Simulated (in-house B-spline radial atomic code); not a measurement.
Kr⁷⁺. Computed with a B-spline radial atomic code. Model: all-electron spherical atom, spin shells full or empty, radial basis limit, no spin-orbit coupling, Breit or QED, empty-state partial waves extrapolated as (l+1/2)^-4, RPA, G0W0 and static COHSEX of the highest shell as one setting changes (uncorrelated shells keep exact exchange).

In a row where one electron alone is correlated, RPA and GW hold only self-correlation.

Given: element Kr; charge 7; filled core Ar; hamiltonian one-electron scalar X2C; mean-field start Hartree-Fock; highest l of empty states 9; nuclear rms radius 4.1884 fm; highest mean-field shell 4s up.

Shell: 3d 5 5, 4s 1 0 (electrons up and down).

| lowest nl shells left uncorrelated | RPA correlation energy (hartree) | G0W0 level (eV) | G0W0 minus most complete (meV) | COHSEX level (eV) |
| --- | --- | --- | --- | --- |
| 0 | -2.0626 | -126.5 | 0 | -127.85 |
| 1 | -1.9091 | -126.5 | 0.7 | -127.85 |
| 2 | -1.7331 | -126.51 | -10 | -127.87 |
| 3 | -1.2433 | -126.49 | 13.1 | -127.82 |
| 4 | ? | ? | ? | ? |
| 5 | ? | ? | ? | ? |
| 6 | -0.017958 | -125.64 | 862.2 | -126.58 |

Question: What follows for lowest nl shells left uncorrelated = 4?

Answer: RPA correlation energy -1.0742 hartree; G0W0 level -126.61 eV; G0W0 minus most complete -105 meV; COHSEX level -128.04 eV.

Question: What follows for lowest nl shells left uncorrelated = 5?

Answer: RPA correlation energy -0.60016 hartree; G0W0 level -126.52 eV; G0W0 minus most complete -11.8 meV; COHSEX level -127.88 eV.
